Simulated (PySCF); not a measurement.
Species: C7H4.
Bonds: C1–C2 (triple), C2–C3, C3–C4 (double), C4–C5 (double), C5–C6, C6–C7 (triple). Hydrogens: H8 on C1; H9 on C3; H10 on C5; H11 on C7.

Method: PBE0-D3(BJ)/def2-SVP geometry optimisation, gas phase (PySCF 2.14.0); density fitting, grid level 2; the optimiser is geomeTRIC in internal coordinates, started from a GFN2-xTB structure.

Step 0: E = -7303.9944 eV
```
atom  x, y, z in Å  |  force x, y, z in eV/Å
C1      3.1503    0.4749   -0.7090    0.245   0.144  -0.091
C2      2.2212   -0.1535   -0.2820   -0.631  -0.390   0.263
C3      1.1427   -0.9090    0.2321    0.439   0.054  -0.025
C4     -0.1004   -0.6868   -0.0912   -0.034  -0.207  -0.021
C5     -1.3446   -0.4662   -0.4111   -0.410   0.172   0.044
C6     -2.1820    0.4158    0.3094    0.515  -0.478  -0.366
C7     -2.9063    1.1590    0.9123   -0.210   0.180   0.126
H8      3.9590    1.0282   -1.0827    0.850   0.582  -0.395
H9      1.4047   -1.7045    0.9217   -0.048  -0.420   0.354
H10    -1.7985   -0.9650   -1.2610   -0.058  -0.320  -0.447
H11    -3.5408    1.8096    1.4357   -0.658   0.685   0.558
```

Task: Estimate the geometry and energy of step 1. (The exact step hangs on the optimiser's Hessian estimate; all steps are aligned on step 0, rigid shifts and turns removed.)

Result: E = -7304.0723 eV, largest force 0.178 eV/Å
```
atom  x, y, z in Å  |  force x, y, z in eV/Å
C1      3.2002    0.4717   -0.7186    0.134   0.093  -0.068
C2      2.2522   -0.1552   -0.2974   -0.019  -0.013   0.016
C3      1.1596   -0.9082    0.2175   -0.024  -0.103   0.055
C4     -0.1002   -0.6859   -0.0894    0.006   0.045   0.003
C5     -1.3599   -0.4627   -0.3955    0.000  -0.088  -0.072
C6     -2.2118    0.4202    0.3261    0.011  -0.015  -0.025
C7     -2.9586    1.1677    0.9201   -0.104   0.109   0.095
H8      4.0344    1.0366   -1.0987   -0.071  -0.056   0.038
H9      1.3909   -1.7274    0.9169   -0.001   0.052  -0.041
H10    -1.7893   -0.9894   -1.2627    0.014   0.040   0.051
H11    -3.6120    1.8353    1.4556    0.054  -0.063  -0.053
```

The energy changes by -0.0779 eV. The first-order estimate −F·Δx gives -0.1623 eV and the mean of the old and new forces, exact on a quadratic surface, -0.0787 eV. The step makes an angle of 61° with the force vector and moves no atom by more than 0.078 Å.

The cost below is that of the whole optimisation. The run took 21 s on an Arm Neoverse V2 with one thread, shared host, and the process peaked at 0.59 GiB of memory.
